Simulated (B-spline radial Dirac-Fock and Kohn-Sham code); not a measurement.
**X-ray form factors of zirconium in several charge states**

Model: Dirac-Fock densities. Program: an atomic code on a B-spline grid.

Configurations: Zr³⁺ [Kr] 4d1; Zr⁴⁺ [Ar] 3d10 4s2 4p6; Zr⁶⁺ [Ar] 3d10 4s2 4p4; Zr⁷⁺ [Ar] 3d10 4s2 4p3. The first column is f₀ of Zr³⁺, the others are differences from it.

| s (Å⁻¹) | Zr³⁺ | Δ Zr⁴⁺ | Δ Zr⁶⁺ | Δ Zr⁷⁺ |
| --- | --- | --- | --- | --- |
| 0 | 37.000 | -1.000 | -3.000 | -4.000 |
| 0.1 | 35.328 | -0.712 | -2.369 | -3.221 |
| 0.2 | 31.414 | -0.218 | -1.128 | -1.640 |
| 0.3 | 27.168 | +0.043 | -0.214 | -0.398 |
| 0.4 | 23.629 | +0.075 | +0.142 | +0.149 |
| 0.5 | 20.895 | +0.031 | +0.160 | +0.226 |
| 0.7 | 16.769 | -0.018 | +0.004 | +0.025 |
| 0.9 | 13.368 | -0.012 | -0.041 | -0.057 |
| 1.1 | 10.595 | -0.003 | -0.027 | -0.043 |
| 1.4 | 7.839 | 0.000 | -0.004 | -0.007 |

Values without a named source are computed, but for edge energies of neutral atoms, which are taken from tables.
